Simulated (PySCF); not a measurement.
Identify the unknown among the candidates.

All candidates are C5H9F3Si.

* 1H NMR: chemical shifts (computed TMS as zero) by class: 6.51 (1 H), 5.43 (2 H), 4.31 (3 H), 2.12 (3 H) ppm [GIAO PBE0/pcSseg-1]
* 13C NMR: chemical shifts (computed TMS as zero) by class: 150.0 (1 C), 143.8 (1 C), 119.9 (1 C), 85.8 (1 C), 21.3 (1 C) ppm [GIAO PBE0/pcSseg-1]
* Rotational structure: rotational constants A, B, C: 1.964, 0.872, 0.644 GHz [GFN2-xTB]
* Dipole: 1.17 D [PBE0/pcSseg-1]
* NMR, other nuclei: isotropic shieldings of nuclei other than C and H, by class: 309 (2 F), 408 (1 F), 437 (1 Si) ppm [GIAO PBE0/pcSseg-1]

The electronic properties come from PySCF, for the isolated species, density fitting. Levels stand in brackets. Isolated species at its GFN2-xTB geometry (one conformer only). GFN2-xTB frequencies show an imaginary mode (21i cm⁻¹), so this geometry is no minimum at that level. NMR values are class means; diastereotopic atoms form classes of their own.

Question: Which candidate is it?
A. `C[C@@H]1[SiH2]C[C@H]1C(F)(F)F`
B. `C=C[Si@@H](CC)C(F)(F)F`
C. `FC(F)(F)[C@@H]1CCC[SiH2]1`
D. `C/C(=C(\[SiH3])CF)C(F)F`

Answer: D. It is `C/C(=C(\[SiH3])CF)C(F)F`. Numbering: `[CH3:1]/[C:2](=[C:3](\[SiH3:4])[CH2:5][F:6])[CH:7]([F:8])[F:9]`. Its formula, C5H9F3Si, gives 1 degree of unsaturation: 0 rings and 1 π bond in the structure found. 5 carbons fall into 5 classes; from least to most shielded: fully substituted alkene carbon [C2] (150.0 ppm), fully substituted alkene carbon [C3] (143.8 ppm), CHF2 carbon [C7] (119.9 ppm), sp3 C–F carbon [C5] (85.8 ppm), allylic carbon [C1] (21.3 ppm). Hydrogen classes from least to most shielded: 1 H on a CHF2 carbon, C7 (6.51 ppm), 2 H on an sp3 C–F carbon, C5 (5.43 ppm), 3 H on an SiH3 silicon, Si4 (4.31 ppm), 3 H on an allylic carbon, C1 (2.12 ppm). The other shieldings belong to: 309 ppm, fluorine of a CF2 group [F8/F9]; 408 ppm, alkyl fluorine [F6]; 437 ppm, SiH3 silicon [Si4]. The optimised geometry has point group C1 and is an asymmetric top.

The others, at the same levels:
- `C=C[Si@@H](CC)C(F)(F)F` fails: its computed 13C shifts are 148.0 (1 C), 140.5 (1 C), 137.5 (1 C), 9.0 (1 C), 8.8 (1 C) ppm, 1H shifts are 6.79 (1 H), 6.71 (1 H), 6.25 (1 H), 4.68 (1 H), 1.18 (1 H), 1.17 (3 H), 0.87 (1 H) ppm and rotational constant A is 1.587 GHz (against 1.964 GHz).
- `FC(F)(F)[C@@H]1CCC[SiH2]1` fails: its computed 13C shifts are 138.6 (1 C), 35.6 (1 C), 32.8 (1 C), 31.4 (1 C), 10.7 (1 C) ppm, 1H shifts are 4.39 (1 H), 4.26 (1 H), 2.30 (1 H), 2.24 (1 H), 1.98 (1 H), 1.54 (1 H), 1.37 (1 H), 1.05 (1 H), 0.93 (1 H) ppm and rotational constant A is 2.381 GHz (against 1.964 GHz).
- `C[C@@H]1[SiH2]C[C@H]1C(F)(F)F` fails: its computed 13C shifts are 138.1 (1 C), 47.0 (1 C), 23.5 (1 C), 21.6 (1 C), 6.1 (1 C) ppm, 1H shifts are 4.71 (1 H), 4.42 (1 H), 2.48 (1 H), 2.15 (1 H), 1.61 (1 H), 1.45 (1 H), 1.33 (3 H) ppm and rotational constant A is 2.154 GHz (against 1.964 GHz).

Each candidate is one conformer, not necessarily the lowest. The conformers computed, where there is a choice (atom-mapped SMILES and torsion angles):
- `[CH3:1]/[C:2](=[C:3](\[SiH3:4])[CH2:5][F:6])[CH:7]([F:8])[F:9]`: C2–C3–C5–F6 154°, C1–C2–C7–F8 -8°
- `[CH2:1]=[CH:2][Si@@H:3]([CH2:4][CH3:5])[C:6]([F:7])([F:8])[F:9]`: C1–C2–Si3–C4 77°, C2–Si3–C4–C5 50°, C2–Si3–C6–F7 72°
- `[CH3:1][C@@H:2]1[SiH2:3][CH2:4][C@H:5]1[C:6]([F:7])([F:8])[F:9]`: C4–C5–C6–F7 56°

The conformers of `FC(F)(F)[C@@H]1CCC[SiH2]1` aren't listed.
